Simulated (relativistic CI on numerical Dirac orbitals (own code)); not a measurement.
**Ni2+ in a cubic cluster: L2,3 absorption with charge transfer**

Computed with a charge-transfer multiplet model of a cubic metal-ligand cluster with up to 2 ligand holes, Slater and spin-orbit integrals from Dirac-Coulomb-Breit ions, Slater integrals scaled by 0.7. The parameters are those of a tetrahedral site (10Dq negative, t2 hopping the larger). The ground state mixes d8 with configurations of k ligand holes L, whose averages lie at kΔ + k(k − 1)U_dd/2; a core hole lowers each added d electron by U_cd. 300 K, Lorentzian 0.4 eV and Gaussian 0.3 eV FWHM.

Atomic integrals in eV (Slater integrals scaled, ζ unscaled), ground: F2dd 8.519, F4dd 5.287, zeta_d 0.080; with the core hole: F2dd 8.519, F4dd 5.287, zeta_d 0.103, zeta_core 11.413, F2cd 5.424, G1cd 4.090, G3cd 2.325.

Cluster parameters (eV): U_dd = 8.1, U_cd = 9.1, 10Dq = -0.25, 10Dq(ligand) = 0, V(eg) = 1.07, V(t2g) = -1.83, final-state hopping factor = 1.

```csv
Case,n_d,d8,d9L,d10L2,S
Δ = -0.3 eV,8.51,0.51,0.46,0.02,1.00
Δ = 1.7 eV,8.30,0.71,0.28,0.01,1.00
Δ = 2.7 eV,8.23,0.78,0.22,0.01,1.00
Δ = 3.7 eV,8.17,0.83,0.17,0.00,1.00
Δ = 5.7 eV,8.11,0.90,0.10,0.00,1.00
```

Weights, n_d and S are thermal averages at 300 K. Photon energies count from the first peak over 30 % of the highest in each spectrum, which can be another peak from case to case. The parameters are a model scan and need not match a compound or its usual spin state. Peaks in eV (height, largest 100):
- Δ = -0.3 eV: 0.0 (100), 3.8 (7), 17.5 (12)
- Δ = 1.7 eV: 0.0 (100), 4.1 (5), 17.7 (10)
- Δ = 2.7 eV: 0.0 (100), 1.5 (13), 18.1 (10)
- Δ = 3.7 eV: 0.0 (100), 1.7 (14), 18.2 (11)
- Δ = 5.7 eV: 0.0 (100), 2.0 (17), 18.4 (13)

For the case Δ = 2.7 eV, Δ = 2.7 eV is smaller than U_dd = 8.1 eV, the charge-transfer side of the Zaanen-Sawatzky-Allen scheme. With the core hole the configuration with one ligand hole lies at Δ + U_dd − U_cd = -1.3, 0.7, 1.7, 2.7, 4.7 eV from the one without, in the order of the table; where this is negative the screened configuration lies lower, though the effective hopping of about 2.4 eV (from the holes of the mixed ground state) mixes the two strongly wherever it is as large as the gap.
